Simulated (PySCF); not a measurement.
## Two-component Hartree-Fock for Mg (magnesium, neutral)

Start: [Ne] 3s2. Calculated with PySCF 2.14 in x2c-TZVPall-2c with one added diffuse shell each of s, p, d type (6s6p4d, 44 functions): generalised Hartree-Fock with the X2C-1e Hamiltonian and a Gaussian nucleus; one run each with spin-orbit coupling (SO) switched off, then screened by Boettger's factors. This is a chosen level, not necessarily the ground level.

```csv
spinor shell,electrons,"ε, spin-free (eV)","ε, screened SO (eV)",weight of nominal j (screened SO),"rms radius, screened SO (bohr)"
1s1/2,2,-1336.5,-1336.5,1.000,0.151
2s1/2,2,-102.85,-102.85,1.000,0.754
2p1/2,2,-62.045,-62.259,1.000,0.772
3s1/2,2,-6.895,-6.895,1.000,3.52
```

Task: Where does 2p3/2 lie, and what is the 2p spin-orbit splitting (screened SO)?

Result: At -61.938 eV, 0.322 eV above 2p1/2.

```tsv
quantity	spin-free	screened SO
E (hartree)	-199.91297	-199.91305
M_J	0	0
⟨J²⟩	0.000	0.000
⟨L²⟩	0.000	0.000
⟨S²⟩	0.000	0.000
```

Without spin-orbit coupling the j labels of p, d and f shells carry no meaning; the spin-free column gives the mean over the occupied spinors of each nl shell.
